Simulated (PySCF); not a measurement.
ZnF2, SMILES [Zn]([F])[F]. Atoms are numbered in the order given.

```xyz
3

Zn     0.0000     0.0000     0.0000
F      0.0000     0.0000    -1.7405
F      0.0000     0.0000     1.7405
```
Charge 0, spin multiplicity 1.

The structure is a stationary point at B3LYP-D3(BJ)/def2-TZVP. The isomer is the one that the SMILES or the coordinates give; other isomers of the formula were not compared.

Method: PySCF with TDA-ωB97X/def2-SVPD.

Vertical excitations; the highest root listed may be one member of a degenerate set. The molecule is in vacuum. State labels are in the subgroup D2h.

Problem. List the lowest excited states. (An estimate is asked for; the answer gives what the named calculation found.)

Solution. 
| state | symmetry | energy (eV) | λ (nm) | f | main pairs |
|---|---|---|---|---|---|
| S1 | B2g | 7.07 | 175 | 0.000 | HOMO−1→LUMO (degenerate set) |
| S2 | B3g | 7.07 | 175 | 0.000 | HOMO→LUMO (degenerate set) |
| S3 | B2u | 7.88 | 157 | 0.067 | HOMO−3→LUMO (degenerate set) |
| S4 | B3u | 7.88 | 157 | 0.067 | HOMO−2→LUMO (degenerate set) |
| S5 | Ag | 8.60 | 144 | 0.000 | HOMO−4→LUMO 88 % |
| S6 | B1u | 8.80 | 141 | 0.102 | HOMO−5→LUMO 66 %, HOMO→LUMO+1 14 %, HOMO−1→LUMO+2 14 % |
| S7 | Au | 9.30 | 133 | 0.000 | HOMO−1→LUMO+1 46 %, HOMO→LUMO+2 46 % |
| S8 | B1u | 9.32 | 133 | 0.000 | HOMO−1→LUMO+2, HOMO→LUMO+1 (degenerate set) |
| S9 | Au | 9.32 | 133 | 0.000 | HOMO→LUMO+2, HOMO−1→LUMO+1 (degenerate set) |
| S10 | B1g | 10.01 | 124 | 0.000 | HOMO−2→LUMO+1 47 %, HOMO−3→LUMO+2 47 % |
| T1 | B2g | 6.75 | 184 | 0 | HOMO−1→LUMO (degenerate set) |
| T2 | B3g | 6.75 | 184 | 0 | HOMO→LUMO (degenerate set) |
| T3 | B2u | 7.51 | 165 | 0 | HOMO−3→LUMO (degenerate set) |
| T4 | B3u | 7.51 | 165 | 0 | HOMO−2→LUMO (degenerate set) |
Triplets are in the Tamm–Dancoff approximation.
